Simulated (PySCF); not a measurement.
Exercise with solution: dipole moment from atomic charges

Se(F)(NH2) (FH2NSe), SMILES N[Se]F. Atoms are numbered in the order given.

```xyz
5

Se     0.4011     0.0398     0.0000
F     -0.8268     1.3290     0.0000
N     -0.5779    -1.4288     0.0000
H     -1.0762    -1.6567     0.8465
H     -1.0762    -1.6567    -0.8465
```
Charge 0, spin multiplicity 1.

Geometry: PBE0-D3(BJ)/def2-TZVP. Other conformers were not sampled.

Charges (e) from M06-2X/def2-TZVPD (PySCF):

| atom | ESP fit | IAO |
|---|---|---|
| Se1 | 0.249 | 0.699 |
| F2 | -0.244 | -0.537 |
| N3 | -0.769 | -0.728 |
| H4 | 0.382 | 0.283 |
| H5 | 0.382 | 0.283 |

The dipole moment of the full density is 2.33 D.

Q: What dipole moment does each set of point charges give, and which comes closer to that of the density?

A: 
μ = Σ q r, and 1 e Å = 4.8032 D.
ESP fit: Σ q r = (-0.076, -0.481, 0.000) e Å, |μ| = 2.34 D.
IAO: Σ q r = (0.536, -0.583, 0.000) e Å, |μ| = 3.81 D.
ESP fit comes closer in size. Point charges leave out the atoms' own dipoles (lone pairs, polarised bonds); fits to the potential absorb them, partitions of the density don't.
